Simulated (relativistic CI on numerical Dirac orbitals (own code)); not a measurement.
Radial parameters of La XXXIX

Method of calculation: Dirac-Coulomb-Breit CI, KLI orbitals optimised for each configuration, a model potential for QED, unscaled Slater integrals (own radial code, finite nucleus).

Slater integrals F^k, G^k are unscaled and averaged over j, outside the closed core [Ne]; ζ comes from projecting the Hamiltonian with its Breit term on Σ l·s of the shell.

- 3s²3p⁶3d: ζ(3d) = 70992 cm⁻¹; <r>(3d) = 0.2282, <r^2>(3d) = 0.06028 (bohr units).
- 3s²3p⁵3d²: ζ(3p) = 523890, F^2(3d,3d) = 447920, F^4(3d,3d) = 289570, F^2(3p,3d) = 385980, G^1(3p,3d) = 408770, G^3(3p,3d) = 273980, ζ(3d) = 70204 cm⁻¹; <r>(3p) = 0.2573, <r^2>(3p) = 0.07646, <r>(3d) = 0.2286, <r^2>(3d) = 0.06049 (bohr units).
- 3s3p⁶3d²: F^2(3d,3d) = 447530, F^4(3d,3d) = 289310, G^2(3s,3d) = 307780, ζ(3d) = 70597 cm⁻¹; <r>(3s) = 0.2639, <r^2>(3s) = 0.0794, <r>(3d) = 0.2288, <r^2>(3d) = 0.06059 (bohr units).

Question: Give the Racah parameters of the d shell in 3s²3p⁵3d².

Answer: B = F²/49 − 5F⁴/441 = 5858 cm⁻¹ and C = 35F⁴/441 = 22982 cm⁻¹.

Averages of the first 10 configurations, taken without configuration mixing, which lowers the lowest level and can move excited configurations by several eV; other configurations of the list can lie among them:

```tsv
Configuration	Parity	States	Average energy above the lowest level (eV)
3s²3p⁶3d	even	10	13.8
3s²3p⁵3d²	odd	270	252.1
3s3p⁶3d²	even	90	465.6
3s²3p⁶4s	even	2	1086.5
3s²3p⁶4p	odd	6	1165.8
3s²3p⁶4d	even	10	1262.8
3s²3p⁵3d4s	odd	120	1316.8
3s²3p⁶4f	odd	14	1339.8
3s²3p⁵3d4p	even	360	1396.3
3p⁶3d³	even	120	926.0
```
